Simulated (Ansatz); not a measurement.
`C=[CH][Al][CH3]` radical. Charge 0, multiplicity 2.

Cartesian coordinates in Å:
```
C 1.492 0.739 0.431
C 0.741 0.187 1.388
Al -0.960 -0.666 0.909
C -1.446 -0.628 -1.000
H 1.189 0.733 -0.615
H 2.445 1.226 0.633
H 1.122 0.239 2.407
H -2.395 -1.122 -1.211
H -1.519 0.409 -1.347
H -0.668 -1.118 -1.596
```

Give the diagnostics of a CCSD(T)/def2-TZVPP run (frozen core, Ansatz 0.2.0). (Best estimate.)

Ansatz gave: T1 = 0.0178, largest single amplitude 0.045, largest double 0.078, (T) share of the correlation energy 4.2 %, 11 CCSD cycles. ⟨S²⟩ of the UHF reference is 0.780 against 0.75 for a pure state. T1 lies under the customary mark of 0.045 for open shells.
